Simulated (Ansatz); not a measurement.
Stepwise reaction of `[OH][Ga]([OH])[F]` with hydrogen sulfide, as a gas-phase model of exchange steps in deposition or etching. ΔE in kJ/mol.

Isolated molecules relaxed with PBE0-D4/def2-TZVP in Ansatz; ΔE leaves out vibrations. CCSD(T)/CBS is the MP2 limit (def2-TZVPP, def2-QZVPP) plus CCSD(T) − MP2 in def2-TZVPP, frozen cores. This one scheme is used for every species. Functionals use def2-TZVPP. B3LYP here is the variant with VWN-RPA as its local correlation; programs differ in this. For Ga outer-core shells are correlated without core-valence functions, which leaves a few kJ/mol of doubt a bond. Scalar relativity is left out up to krypton. Each species was taken in one conformer, which may not be the lowest.

```csv
step,reaction,PBE-D4,B3LYP-D4,ωB97M-V,CCSD(T)/CBS
1,`[OH][Ga]([OH])[F]` + H₂S → `[OH][Ga]([F])[SH]` + H₂O,-43.6,-38.6,-38.5,-40.4
```

Question: Give the row of step 2, `[OH][Ga]([F])[SH]` + H₂S → `[F][Ga]([SH])[SH]` + H₂O. (An estimate is asked.)

Answer: Computed: 
| step | reaction | PBE-D4 | B3LYP-D4 | ωB97M-V | CCSD(T)/CBS |
| --- | --- | --- | --- | --- | --- |
| 2 | `[OH][Ga]([F])[SH]` + H₂S → `[F][Ga]([SH])[SH]` + H₂O | -38.3 | -33.4 | -32.6 | -35.4 |

Question: By hand: ΔE of the 2 steps together at CCSD(T)/CBS.

Answer: (-40.4) + (-35.4) = -75.8 kJ/mol, or -37.9 kJ/mol a step.

In ΔE each step is higher than the one before. All are downhill at CCSD(T)/CBS. PBE-D4 differs from CCSD(T)/CBS by -3.2 to -2.9 kJ/mol a step. Isolated molecules leave out the surface, adducts and barriers. Largest T1 diagnostic: 0.014.
